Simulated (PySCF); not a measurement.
**C₆ coefficients of unlike pairs at PBE0**

Calculated with PySCF 2.14 from the dipole response of each species, C₆(A,B) = (3/π) ∫ α_A(iu) α_B(iu) du, in atomic units, from isotropic polarisabilities. For ions this is the dispersion term alone; charge-induced terms of lower order in 1/R come first.

```tsv
species	configuration	basis	relativity	α (bohr³)	C₆ (like pair)
F³⁺	[He] 2s2 2p2 (3P)	aug-cc-pwCVDZ (5s4p2d)	none	0.9434	0.8441
Hg²⁺	[Xe] 4f14 5d10 (1S)	aug-cc-pVTZ-PP with ECP60MDF (6s6p5d3f2g)	core potential	7.882	51.21
Zn³⁺	[Ar] 3d9 (2D)	dyall-av2z (16s12p7d2f)	none	1.384	2.959
Ta	[Xe] 4f14 5d3 6s2 (4F)	aug-cc-pwCVTZ-PP with ECP60MDF (8s8p7d4f3g)	core potential	86.85	1126
```

Problem. Estimate C₆ for Zn³⁺ with F³⁺.

Solution. The integral gives 1.547. The combination rule 2 C_A C_B / (C_A α_B/α_A + C_B α_A/α_B) gives 1.535 and the geometric mean 1.580.

No spin-orbit coupling is included.

The other pairs:

```
      pair     C₆
  Ta, Hg²⁺  186.4
  Ta, Zn³⁺  36.80
 Hg²⁺, F³⁺  6.550
Zn³⁺, Hg²⁺  11.79
   Ta, F³⁺  22.93
```
